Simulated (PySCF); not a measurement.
Compound: 3,3,3-trifluoropropanal, C3H3F3O.
InChI=1S/C3H3F3O/c4-3(5,6)1-2-7/h2H,1H2

Torsions of this conformer, `[O:1]=[CH:2][CH2:3][C:4]([F:5])([F:6])[F:7]`: O1–C2–C3–C4 -144°, C2–C3–C4–F5 61°.

The closed-shell ground state was solved at several levels (PySCF, density fitting, gas phase, non-relativistic). The structure is a single GFN2-xTB conformer in the gas phase; no vibrational or solvent corrections.

```
         level  basis functions  HOMO (eV)  LUMO (eV)  gap (eV)  dipole (D)
PBE0/def2-SVPD              176      -8.25      -1.51      6.74        1.55
 PBE0/pcSseg-1              134      -8.13      -1.31      6.82        1.52
```

(1) Estimate the row for B3LYP/pcJ-1, a basis of 219 functions; the other rows only guide the guess.

(2) Over all these levels, which gives the widest orbital gap and which the narrowest?

(3) How far do the dipole and the HOMO energy spread over the levels?

## Answers

(1) HOMO -7.88 eV, LUMO -1.59 eV, gap 6.29 eV, dipole 1.52 D.

(2) PBE0/pcSseg-1 (global hybrid, 25 % exact exchange) has the widest, 6.82 eV, and B3LYP/pcJ-1 (global hybrid, 20 % exact exchange) the narrowest, 6.29 eV. Functional and basis both differ between the two, so the spread mixes both effects.

(3) The dipole runs from 1.52 to 1.55 D (mean 1.53 D) and the HOMO from -8.25 to -7.88 eV.
